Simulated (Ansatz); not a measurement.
Geometry optimisation, RKS PBE/def2-SVPD (Ansatz 0.2.0).

The input (input.yaml):

```yaml
crystal:
  periodic: [false, false, false]
  atoms:
    - { symbol: Li, position_ang: [-2.47995, 1.32319, -1.0239] }
    - { symbol: B, position_ang: [-0.60929, 0.63287, -0.14392] }
    - { symbol: O, position_ang: [0.35715, 1.30171, 0.65442] }
    - { symbol: Si, position_ang: [0.11459, -1.23256, -0.34822] }
    - { symbol: H, position_ang: [1.15591, 0.80686, 0.96054] }
    - { symbol: H, position_ang: [0.32322, 2.22367, 0.94173] }
    - { symbol: H, position_ang: [1.3883, -1.1703, 0.44174] }
    - { symbol: H, position_ang: [-0.71899, -2.28265, 0.23755] }
    - { symbol: H, position_ang: [0.46906, -1.60279, -1.71994] }
total_charge: 1
basis:
  gaussian: { orbitals: def2-SVPD }
hamiltonian:
  xc: pbe
relax:
  f_tol: 0.02
  max_steps: 50
```

Run as:

```bash
$ ansatz run input.yaml --threads 2 --pin off --max-ram 3072MiB --backend cpu --events-out ev --progress --plain --runs-dir out
```

Where does it end, and by what steps?

The forces met the threshold. After 9 steps the energy has fallen by 0.141 eV; H7 moved furthest, 0.12 Å.

| step | energy less start (eV) | largest force component (eV/Å) | accepted |
| --- | --- | --- | --- |
| 0 | 0.0000 | 1.302 | yes |
| 1 | -0.1080 | 0.785 | yes |
| 2 | -0.1348 | 0.297 | yes |
| 3 | -0.1382 | 0.129 | yes |
| 4 | -0.1387 | 0.190 | yes |
| 5 | -0.1400 | 0.172 | yes |
| 6 | -0.1407 | 0.046 | yes |
| 7 | -0.1410 | 0.050 | yes |
| 8 | -0.1411 | 0.036 | yes |
| 9 | -0.1412 | 0.005 | yes |

```xyz
9
Properties=species:S:1:pos:R:3
Li -2.532 1.407 -1.034
B -0.636 0.592 -0.178
O 0.368 1.323 0.671
Si 0.164 -1.288 -0.340
H 1.195 0.890 1.017
H 0.278 2.262 0.936
H 1.467 -1.256 0.450
H -0.759 -2.312 0.255
H 0.456 -1.618 -1.776
```

Whether the end is a true minimum wasn't checked by a vibrational analysis.

Time of the run: 20 s on 2 threads of Intel(R) Xeon(R) Platinum 8488C (Sapphire Rapids) (shared host), peak memory 0.17 GiB.
